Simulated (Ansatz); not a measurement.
A nudged elastic band was laid between two geometries of ClH₃Sn (5 atoms, charge 0, multiplicity 1).

These are results of RKS CAM-B3LYP-D4/def2-SVP (Ansatz 0.2.0), not measurements.

```json
{
  "movable images": "7",
  "climbing image": "yes",
  "spring": "5.0 eV/Å²",
  "optimiser": "quadratic models (default)",
  "start path": "through a guess of the saddle point",
  "force threshold": "0.03 eV/Å",
  "iteration limit": "60",
  "end points": "relaxed"
}
```

First end point:

```xyz
5
Properties=species:S:1:pos:R:3
Sn 0.328 0.000 0.073
Cl 0.723 0.000 2.396
H 1.858 0.000 -0.674
H -0.558 1.415 -0.263
H -0.558 -1.415 -0.263
```

Last end point:

```xyz
5
Properties=species:S:1:pos:R:3
Sn -0.201 0.000 -0.923
Cl 1.547 0.000 1.496
H 2.672 0.000 0.863
H -1.113 1.269 -0.084
H -1.113 -1.269 -0.084
```

**Question.** What changes between the two ends?

**Answer.** Bonds broken: Sn1–Cl2, Sn1–H3. Bonds formed: Cl2–H3.

**Question.** Give the energies along the band, and the barrier.

**Answer.** The forces met the threshold. The highest image is number 4 of 0 to 8, 49.4 kcal/mol above the first end and 18.5 kcal/mol above the last; the last end lies 30.9 kcal/mol above the first. A vibrational analysis at the climbing image gives one clearly imaginary mode, 1096i cm⁻¹: a first-order saddle point. The orbitals stay closed-shell, which can raise the energy where a bond breaks towards radicals; this wasn't checked here.

| image | path coordinate (Å) | energy (kcal/mol) | Sn1–Cl2 (Å) | Sn1–H3 (Å) | Cl2–H3 (Å) |
| --- | --- | --- | --- | --- | --- |
| 0 | 0.00 | 0.0 | 2.36 | 1.70 | 3.27 |
| 1 | 0.37 | 3.4 | 2.36 | 1.69 | 2.92 |
| 2 | 0.74 | 15.7 | 2.40 | 1.68 | 2.50 |
| 3 | 1.12 | 36.7 | 2.52 | 1.69 | 2.09 |
| 4 | 1.49 | 49.4 | 2.67 | 1.80 | 1.70 |
| 5 | 1.85 | 39.9 | 2.84 | 2.11 | 1.37 |
| 6 | 2.21 | 34.3 | 3.00 | 2.54 | 1.30 |
| 7 | 2.57 | 32.0 | 2.98 | 2.96 | 1.29 |
| 8 | 2.93 | 30.9 | 2.98 | 3.38 | 1.29 |

**Question.** What is the geometry of the highest image?

**Answer.** 
```xyz
5
Properties=species:S:1:pos:R:3
Sn 0.244 0.000 -0.438
Cl 1.316 0.000 2.011
H 1.843 0.000 0.393
H -0.805 1.364 -0.349
H -0.805 -1.364 -0.349
```

**Question.** What are the harmonic wavenumbers there?

**Answer.** 1096i, 253, 415, 554, 605, 790, 1573, 1896, 1908 cm⁻¹.

The band took 8 iterations and about 80 core-seconds.

Time of the run: 42 s on 2 threads of AMD EPYC 9R45 96-Core Processor (Zen 5), with other jobs on the host, peak memory 0.15 GiB.
